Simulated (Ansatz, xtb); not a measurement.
## Two structures of AlBClH4N

Structure X is a singlet given by its coordinates and structure Y is `B[NH][AlH][Cl]`, a singlet. Both are isolated molecules in the gas phase, relaxed with PBE0-D3(BJ)/def2-SVP; the shapes shown needn't be the lowest conformers.

X (Å):

```yaml
atoms:
  - { symbol: Al, position_ang: [-0.8684, -0.3739, 0.0818] }
  - { symbol: B, position_ang: [-1.6438, -2.6628, -0.8653] }
  - { symbol: Cl, position_ang: [-2.7077, -1.2123, -1.3700] }
  - { symbol: N, position_ang: [-0.6240, -2.2302, -0.0663] }
  - { symbol: H, position_ang: [0.0420, 0.5426, -0.8374] }
  - { symbol: H, position_ang: [-1.5548, 0.1532, 1.4102] }
  - { symbol: H, position_ang: [0.0561, -2.8839, 0.3032] }
  - { symbol: H, position_ang: [-1.9764, -3.7359, -1.2872] }
```

Close contacts (Å): Al1–Cl3 2.49, Al1–N4 1.88, B2–Cl3 1.87, B2–N4 1.37, Al1–H5 1.59, Al1–H6 1.59, B2–H8 1.20, N4–H7 1.01.

Y (Å):

```yaml
atoms:
  - { symbol: Al, position_ang: [0.6905, -0.3894, -1.1441] }
  - { symbol: B, position_ang: [-1.6046, 0.6668, 0.2465] }
  - { symbol: Cl, position_ang: [-0.2205, -0.5755, -3.0210] }
  - { symbol: N, position_ang: [-0.2577, 0.2513, 0.2494] }
  - { symbol: H, position_ang: [-2.2378, 0.6055, -0.7839] }
  - { symbol: H, position_ang: [0.2164, 0.3287, 1.1472] }
  - { symbol: H, position_ang: [2.1943, -0.8051, -0.9451] }
  - { symbol: H, position_ang: [-2.1162, 1.0790, 1.2649] }
```

Q: Estimate E(Y) − E(X) at the level CCSD(T)/def2-TZVP.

A: Calculated at CCSD(T)/def2-TZVP: E(Y) − E(X) = −59.1 kJ/mol, so structure Y lies lower.

Level by level:

| level | geometry | E(Y) − E(X) (kJ/mol) | departure from the last row (kJ/mol) | job, with rough time for the two |
| --- | --- | --- | --- | --- |
| GFN2-xTB | GFN2-xTB | −6.8 | +52.3 | optimisation, 0.69 s |
| HF/STO-3G | GFN2-xTB | −106.5 | −47.4 | single point, 0.44 s |
| r2SCAN-D4/def2-SVP | GFN2-xTB | −58.0 | +1.1 | single point, 3.2 s |
| PBE0-D3(BJ)/def2-SVP | PBE0-D3(BJ)/def2-SVP | −41.9 | +17.2 | optimisation, 31 s |
| HF/def2-TZVP | PBE0-D3(BJ)/def2-SVP | −82.3 | −23.2 | part of the CCSD(T) run |
| MP2/def2-TZVP | PBE0-D3(BJ)/def2-SVP | −59.6 | −0.5 | part of the CCSD(T) run |
| CCSD(T)/def2-TZVP | PBE0-D3(BJ)/def2-SVP | −59.1 |  | single point, 38 s |

None of the levels shown reverses the order. The largest departure from CCSD(T)/def2-TZVP is that of GFN2-xTB, 52.3 kJ/mol.

With harmonic frequencies from PBE0-D3(BJ)/def2-SVP (ideal gas, rigid rotor, one conformer each, 200 K, 1 atm): the zero-point term adds +5.0 kJ/mol; ΔH is −53.0 and ΔG −55.9 kJ/mol.

The correlated steps freeze 12 core orbitals. Codes used: Ansatz 0.2.0, xtb 6.7.1; the last row on 2 threads of Intel(R) Xeon(R) Platinum 8259CL CPU @ 2.50GHz (Skylake/Cascade Lake) on a shared host.
